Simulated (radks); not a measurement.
Results of a calculation; reference values are marked as such.
Species: Re III. Configuration: [Xe] 4f14 5d4 6d1 (not the ground configuration). Code: a radial shooting solver on a logarithmic mesh with Libxc functionals. Model: Dirac Kohn-Sham, PW91, spin-unpolarised, spherical densities, finite nucleus; open shells fill j = l - 1/2 first; Fermi nuclear charge, rms radius 5.3698 fm.

Normalised radial functions P(r) = r R(r) (large component), r in bohr:

```
   r/bohr * 5p1/2, o 5d5/2 (the largest magnitude, 1.1, reaches the edge; | marks zero, & curves that meet)
0.0006714                             &
0.0009247                             &
 0.001273                             &
 0.001754                             &
 0.002415                             &
 0.003326                             o*
 0.004543                             o*
 0.006257                             o*
 0.008616                             o *
  0.01187                             o  *
  0.01634                             o   *
   0.0225                             o     *
  0.03099                             |o     *
  0.04268                             | o   *
  0.05877                             |  &
  0.08094                           * |    o
   0.1106                     *       |     o
   0.1523                    *        |    o
   0.2097                            *o
   0.2888                      o      |          *
   0.3977                    o        |            *
   0.5477                         o * |
   0.7542        *                    |      o
    1.039  *                          |                o
     1.43          *                  |                    o
     1.97                     *       |                o
    2.713                           * |         o
    3.706                             *   o
    5.103                             *o
    7.028                             &
    9.679                             &
    13.33                             &
```

5p1/2: eigenvalue -77.976 eV, 3 radial nodes at r = 0.0721, 0.214, 0.532 bohr, <r> = 1.13 bohr, 90 % of the charge inside 1.64 bohr. 5d5/2 (empty): eigenvalue -26.320 eV, 2 radial nodes at r = 0.209, 0.622 bohr, <r> = 1.72 bohr, 90 % of the charge inside 2.62 bohr.
